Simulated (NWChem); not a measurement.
## Electron attachment to H5GeSi

```
Si
H 1 1.4914
H 1 1.4914 2 109.18
H 1 1.4956 2 108.72 3 118.48
Ge 1 2.3964 2 108.92 4 122.69
H 5 1.5516 1 113.78 2 -58.01
H 5 1.5516 6 108.52 1 127.75
```
Charge 0, spin multiplicity 2.

All runs are NWChem calculations. Structure: optimised with UB3LYP/def2-SVP, a minimum by its harmonic frequencies.

Basis set: def2-SVPD. The species with one electron more has spin multiplicity 1 and keeps the geometry of the parent. Δ marks differences of total energies (open shells unrestricted). −ε marks an orbital energy of the parent. That orbital need not have the symmetry of the hole or added electron in the Δ rows. The basis adds only a small set of diffuse functions.

The Hamiltonian is non-relativistic. B3LYP has NWChem's definition, with VWN1-RPA local correlation. The structure started from a generated list of species. The unpaired electrons of the parent sit in orbitals of symmetry a' (Cs labels of the run); other states weren't searched. No SCF solution was tested for a lower state.

Question: One of these methods gave a vertical electron affinity of 2.87 eV. Which?
A) −ε(beta LUMO) of PBE
B) ΔCAM-B3LYP
C) −ε(beta LUMO) of PBE0
D) evGW@PBE

Answer: C, −ε(beta LUMO) of PBE0. The others give 0.33 (evGW@PBE), 3.80 (−ε(beta LUMO) of PBE), 1.10 (ΔCAM-B3LYP).
